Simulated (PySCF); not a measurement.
1-bromocyclobutene (C4H5Br), SMILES BrC1=CCC1. Coordinates come from a PBE0-D3(BJ)/def2-SVP optimisation.

Computed equilibrium geometry at PBE0-D3(BJ)/def2-SVP (PySCF confirms it by a frequency run) as bond lengths and angles, and its point group:
point group Cs.
Atoms: Br1 C2 C3 C4 C5 H6 H7 H8 H9 H10. Bond lengths (Å): Br1–C2 1.865, C2–C3 1.340, C2–C5 1.502, C3–C4 1.513, C3–H6 1.091, C4–C5 1.559, C4–H7 1.102, C4–H8 1.102, C5–H9 1.101, C5–H10 1.101. Bond angles (°): Br1–C2–C3 133.6, Br1–C2–C5 130.3, C3–C2–C5 96.1, C2–C3–C4 92.2, C2–C3–H6 134.2, C4–C3–H6 133.6, C3–C4–C5 87.1, C3–C4–H7 115.4, C3–C4–H8 115.4, C5–C4–H7 114.4, C5–C4–H8 114.4, H7–C4–H8 108.8, C2–C5–C4 84.5, C2–C5–H9 115.4, C2–C5–H10 115.4, C4–C5–H9 115.4, C4–C5–H10 115.4, H9–C5–H10 109.2.
